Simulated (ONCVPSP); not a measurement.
**aluminium: one change to an ONCV potential, before and after**

ONCVPSP 4.0.1 input, shortened (lines: element, Z, core and valence counts, functional; n l f; lmax; l rc ep ncon nbas qcut; lloc lpopt rc5 dvloc0; l nproj debl; icmod fcfact rcfact), PBEsol, scalar-relativistic:

```
  Al 13.00    3    1  -116133      upf
    1    0    2.00
    2    0    2.00
    2    1    6.00
    3    0    2.00
    2
    0    2.00    0.00    4    8    3.70
    1    1.50    0.38    4    7    4.50
    2    1.50    0.07    4    7    7.60
    4    5    0.95    6.00
    0    2    1.90
    1    2    1.70
    2    3    3.20
    1    0.55    0.00
```

All-electron outer shells of the reference configuration (PBEsol, scalar-relativistic, ld1.x):

| shell | level (eV) | outermost node (bohr) | outermost maximum (bohr) |
| --- | --- | --- | --- |
| 2p | -77.88 | – | 0.43 |
| 3s | -14.77 | 0.80 | 2.01 |

Change: core [He], valence charge 11; reference 2s2 2p6 3s2 3p1; waves now 2s+3s: rc 1.10 bohr, ncon 4, nbas 7, qcut 10 1/bohr, 2 projectors; 2p+3p: rc 1.20 bohr, ncon 3, nbas 6, qcut 10.8 1/bohr, 2 projectors; d scattering state at 0.31 Ha: rc 1.25 bohr, ncon 5, nbas 10, qcut 9.2 1/bohr, 2 projectors, debl 1.1 Ha; local potential polynomial inside 1.05 bohr (lpopt 4, dvloc0 1 Ha).

Cutoffs: the cutoffs (Ha) at which the residual kinetic energy of the hardest occupied pseudo-wave falls to 1 and 0.1 mHa per electron; they do not see the model core or the augmentation charge, which bear on the density cutoff. Errors are all-electron minus pseudo energies relative to the spin-unpolarised reference configuration.

What does the change do?

The potential gets harder (5.6 Ha and 11 Ha → 49 Ha and 54 Ha); the bound ghost in p disappears; the number of tests with a reliable result goes from 4 to 3. The added semicore shells are compact, so their waves need more plane waves. Several settings change at once here, so the effects cannot be laid on one of them.

| quantity | base | changed |
| --- | --- | --- |
| cutoff, loose | 5.6 Ha | 49 Ha |
| cutoff, tight | 11 Ha | 54 Ha |
| bound ghosts | p | none |
| GHOST(+) flags under 300 eV | s at 118.8 eV | none |
| tests with a reliable result | 4 of 4 | 3 of 4 |
| rms error of d²Exc/dni dnj with the model core, mHa | 0.45 | 1.23 |

Base: The cutoffs count occupied waves only; projector 2 of the p channel, the hardest unoccupied one, needs 82 Ha at the loose tolerance. A true bound ghost makes a file unfit for plane-wave use even where its test errors are small: the radial tests pick states by their node count and pass the ghost by.
